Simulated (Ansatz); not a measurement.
**Worked example: AlH(CH3)I + CH3FO → AlH(CH3)(OH) + CH2FI**

Species: AlH(CH3)I, singlet; CH3FO `OCF`, singlet; AlH(CH3)(OH), singlet; CH2FI (fluoroiodomethane) `FCI`, singlet. The partners trade I for OH: Al–I and C–OH bonds give way to Al–OH and C–I.

Shapes, held fixed at every level: PBE0-D4/def2-TZVP. Flexible molecules stand in one conformer, not always the lowest. Programs: Ansatz 0.2.0. Electronic energies: no zero-point or thermal term.

At CCSD(T)/def2-TZVPP; 1 Eh = 2625.50 kJ/mol:

| species | energy (Eh) |
| --- | --- |
| AlH(CH3)I | -579.636433 |
| CH3FO | -214.704475 |
| AlH(CH3)(OH) | -358.229839 |
| CH2FI | -436.101620 |

Problem. Work out ΔE of the reaction at this level.

Solution. 
1. Products less reactants: (-358.229839) + (-436.101620) − [(-579.636433) + (-214.704475)] = 0.009449 Eh = +24.8 kJ/mol.

Other levels give +19.0 (B3LYP-D4/def2-TZVPP) to +52.6 kJ/mol (CCSD/def2-SVP). No measured value is set beside it here. For atoms past krypton def2 sets carry core potentials with scalar relativity. Correlated rows may include outer-core shells of I, which these sets cover unevenly.
